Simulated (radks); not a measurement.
The numbers below are computed, except where a source is named.
Ta46+, 27 electrons, occupied as [Ar] 3d9.

Level of theory: scalar-relativistic Kohn-Sham, r2SCAN, spin-polarised, spherical densities, finite nucleus; open shells are filled with parallel spins first (spin-orbit coupling, left out, can overturn this in heavy ions); meta-GGA in the generalised Kohn-Sham scheme; Fermi nuclear charge, rms radius 5.3507 fm (a radial shooting solver on a logarithmic mesh with Libxc functionals).

Energy parts (hartree):
| part | energy |
|---|---|
| total | -14060.8819 |
| kinetic | 15573.9104 |
| electron-nucleus | -31956.5921 |
| Hartree | 2548.3413 |
| exchange-correlation | -226.5414 |

Orbitals (lengths in bohr, moments of r in powers of bohr):
[
 {"orbital": "1s up", "occ.": "1", "eigenvalue (hartree)": "-2567.842", "<r>": "0.01866", "<r^4>": "6.209e-07"},
 {"orbital": "1s down", "occ.": "1", "eigenvalue (hartree)": "-2567.842", "<r>": "0.01866", "<r^4>": "6.208e-07"},
 {"orbital": "2s up", "occ.": "1", "eigenvalue (hartree)": "-514.4144", "<r>": "0.07873", "<r^4>": "0.00009262"},
 {"orbital": "2s down", "occ.": "1", "eigenvalue (hartree)": "-514.2014", "<r>": "0.07871", "<r^4>": "0.00009252"},
 {"orbital": "2p up", "occ.": "3", "eigenvalue (hartree)": "-461.8319", "<r>": "0.07034", "<r^4>": "0.00007207"},
 {"orbital": "2p down", "occ.": "3", "eigenvalue (hartree)": "-461.6663", "<r>": "0.07031", "<r^4>": "0.00007197"},
 {"orbital": "3s up", "occ.": "1", "eigenvalue (hartree)": "-180.2128", "<r>": "0.1996", "<r^4>": "0.003060"},
 {"orbital": "3s down", "occ.": "1", "eigenvalue (hartree)": "-180.0057", "<r>": "0.1997", "<r^4>": "0.003066"},
 {"orbital": "3p up", "occ.": "3", "eigenvalue (hartree)": "-164.3915", "<r>": "0.1983", "<r^4>": "0.003173"},
 {"orbital": "3p down", "occ.": "3", "eigenvalue (hartree)": "-164.1760", "<r>": "0.1984", "<r^4>": "0.003181"},
 {"orbital": "3d up", "occ.": "5", "eigenvalue (hartree)": "-146.8806", "<r>": "0.1782", "<r^4>": "0.002313"},
 {"orbital": "3d down", "occ.": "4", "eigenvalue (hartree)": "-146.6001", "<r>": "0.1783", "<r^4>": "0.002323"}
]

The highest occupied level is 3d down at -3989.2 eV. The spin density at the nucleus is -14.31 e/bohr^3 (1s -0.95, 2s -52.52, 3s 39.16). Summed over all electrons, <r^2> = 0.7480 bohr^2, which gives a Langevin (diamagnetic) susceptibility term of -0.592 x 10^-6 cm^3/mol. Spin moment in Bohr magnetons: 1. For comparison, the ionisation energy in NIST's Atomic Spectra Database is 4014 eV (theoretical). In exact Kohn-Sham theory the highest level is minus the ionisation energy, but local and semilocal functionals leave it too shallow, through self-interaction and a potential that decays too fast; potentials with the right tail come closer. The density falls to 0.001 e/bohr^3 at r = 0.66 bohr. The electron density at the nucleus is 1.387e+06 e/bohr^3 (large components only).
